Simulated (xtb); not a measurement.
xtb input:

```bash
xtb mol.xyz --gfn 2 --sp --chrg 0 --uhf 0
```
mol.xyz:
```
10

F     -0.33331621     1.41870965     0.76257341
C     -0.15388343     0.38035234    -0.09532345
F     -0.56553872     0.80298230    -1.31937120
C      1.22207737    -0.28113622    -0.05316694
O      0.61602590    -1.52262589     0.38159868
C     -0.71919998    -0.96182148     0.36467551
H      1.71110999    -0.37338828    -1.02393345
H      1.90247041     0.13399508     0.69167015
H     -1.17734831    -0.94590585     1.35457337
H     -1.36870873    -1.45328921    -0.36103024
```

Which total energy does the run end on?

-21.96486 Eh (GFN2-xTB).
